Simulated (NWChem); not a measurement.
System: MoHS3F; SMILES [Mo]([F])([SH])(=[S])=[S]

```xyz
6

Mo     0.0172     0.0965     0.2137
S     -1.4032     1.3231    -0.7211
S      1.8981     0.4167    -0.6452
F      0.0389     0.3934     2.0278
S     -0.4498    -2.0910    -0.3237
H     -1.7942    -1.9776    -0.1877
```
Atoms are numbered in this order, from 1.

Results from NWChem. Coordinates come from a PBE0/def2-SVP optimisation. No frequency run checked for a minimum. def2 effective core potentials on Mo; no spin-orbit coupling. Vertical excitations in the gas phase.

Estimate the computed values for B3LYP/def2-SVP, full TDDFT. Quantities: lowest excitation, singlet (eV); oscillator strength of that lowest state; orbital gap (eV).


```yaml
lowest excitation, singlet (eV): 2.50
oscillator_strength_of_that_lowest_state: 0.001
orbital gap (eV): 3.72
```
